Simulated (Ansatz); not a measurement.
CH₆OSiTe, SMILES CO[Te][SiH3].

The structure is a stationary point at PBE0-D3(BJ)/def2-SVP. This is a generated structure with no PubChem entry under its InChIKey; it may be hypothetical. The def2 effective core potentials stand for the cores of Te; spin–orbit coupling is left out. One conformer was computed; it need not be the lowest.

Two levels are set side by side: PBE/def2-SVPD (Ansatz, a program for electronic structure) and CAM-B3LYP/def2-SVPD (Ansatz). Energy differences of separate SCF runs at the same geometry; the states with an electron removed or added have multiplicity 2 and 2. Differences are taken from unrounded values.

```tsv
quantity	PBE
vertical ionisation energy (eV)	8.29
vertical electron affinity (eV)	0.48
vertical singlet–triplet gap (eV)	2.23
```

These are the PBE values. What does CAM-B3LYP give? (Estimate from the structure and the level; the computed values follow.)


```tsv
quantity	CAM-B3LYP	PBE minus CAM-B3LYP
vertical ionisation energy (eV)	8.51	-0.22
vertical electron affinity (eV)	0.39	0.09
vertical singlet–triplet gap (eV)	2.37	-0.14
```
